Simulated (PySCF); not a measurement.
Spectrum to structure. Level of theory: TDDFT CAM-B3LYP/def2-SVPD, vertical, gas phase, core orbitals frozen in the response in PySCF. Geometries: PBE0-D3(BJ)/def2-SVP, one conformer each.

```tsv
state	E (eV)	f
S1	7.25	0.025
S2	7.36	0.0001
S3	7.95	0.080
S4	8.06	0.0041
S5	8.07	0.049
S6	8.09	0.057
S7	8.23	0.014
S8	8.27	0.0088
S9	8.51	0.019
S10	8.54	0.013
```

Triplets computed (Tamm–Dancoff): 7.08, 7.20, 7.76, 7.88 eV.

Orbital energies (eV): HOMO-3 -9.88, HOMO-2 -9.81, HOMO-1 -8.76, HOMO -8.71, LUMO 0.99, LUMO+1 1.79, LUMO+2 1.87.

Task: Which candidate is it? All have the formula C6H18BN.
A. `CCC[BH2-][N+](C)(C)C`
B. `[BH3-][N+](C)(C)CC(C)C`
C. `CCC[B@H-]([NH3+])C(C)C`

Result: A. Its S1 lies at 7.25 eV; the nearest of the others has S1 at 7.61 eV. S1 is HOMO-1→LUMO (82%). Löwdin shares by element: HOMO carbon 39% or more, boron 27%, hydrogen 8% or more (atoms not listed hold the other 26%); LUMO carbon 31% or more, boron 12% (atoms not listed hold the other 56%). At the same level the other candidates give, for their lowest levels:
- `CCC[B@H-]([NH3+])C(C)C`: 6.25 eV (f 0.005); 6.47 eV (f 0.007); 7.45 eV (f 0.014); 7.52 eV (f 0.019); 7.58 eV (f 0.006); T1 6.17 eV; HOMO -8.41, LUMO 0.47 eV
- `[BH3-][N+](C)(C)CC(C)C`: 7.61 eV (f 0.051); 7.68 eV (f 0.052); 8.25 eV (f 0.016); 8.38 eV (f 0.008); 8.51 eV (f 0.012); T1 7.43 eV; HOMO -9.00, LUMO 1.03 eV

Shape of the structure used: `[CH3:1][CH2:2][CH2:3][BH2-:4][N+:5]([CH3:6])([CH3:7])[CH3:8]`: C1–C2–C3–B4 180°, C2–C3–B4–N5 -178°, C3–B4–N5–C6 62°.

Without π bonds the low states are Rydberg-like; a valence basis with one diffuse set may place them up to an eV too high.
